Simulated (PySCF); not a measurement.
GeHFBr2, SMILES [F][GeH]([Br])[Br].

Geometry optimised at B3LYP-D3(BJ)/def2-SVP. This is a generated structure with no PubChem entry under its InChIKey; it may be hypothetical.

Two levels are set side by side: TDA-PBE/def2-SVPD (PySCF) and TDA-M06-2X/def2-SVPD (PySCF). Vertical, same geometry. The lowest singlet is HOMO→LUMO 84 %, HOMO−1→LUMO 15 % with PBE and HOMO→LUMO 87 % with the other functional; states are paired by order. Differences are taken from unrounded values.

```csv
quantity,TDA-M06-2X,TDA-PBE,TDA-PBE minus TDA-M06-2X
lowest singlet excitation (eV),6.09,4.93,-1.16
lowest triplet excitation (TDA) (eV),5.60,4.49,-1.11
```

A lower first singlet is the usual sign of a functional without exact exchange. Differences between two approximate levels are no errors against the true value.

Rough cost on one machine, each run with all the roots and properties that it gave: TDA-M06-2X against TDA-PBE about 6 times.
